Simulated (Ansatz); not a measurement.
System: CdBr, charge 0, multiplicity 2. SMILES: [Cd][Br]

Atoms: Cd1, Br2. Bonds: Cd1-Br2.

Bond lengths (Å) and angles (degrees) optimised at HF/STO-3G with Ansatz (a quantum-chemistry and plane-wave program); HF/LANL2DZ with Ansatz; B3LYP/LANL2DZ with Ansatz; MP2/LANL2DZ with Ansatz, each started from the B3LYP-D3(BJ)/def2-TZVP structure (Ansatz) of the last column. A row stands for all coordinates that are equal there.

```
coordinate  HF/STO-3G  HF/LANL2DZ  B3LYP/LANL2DZ  MP2/LANL2DZ  B3LYP-D3(BJ)/def2-TZVP
----------  ---------  ----------  -------------  -----------  ----------------------
Cd1-Br2         2.337       2.556          2.637        2.536                   2.549
```

Mean signed difference of all 1 bond lengths from B3LYP-D3(BJ)/def2-TZVP: HF/STO-3G -0.212 Å, HF/LANL2DZ 0.007 Å, B3LYP/LANL2DZ 0.088 Å, MP2/LANL2DZ -0.013 Å.
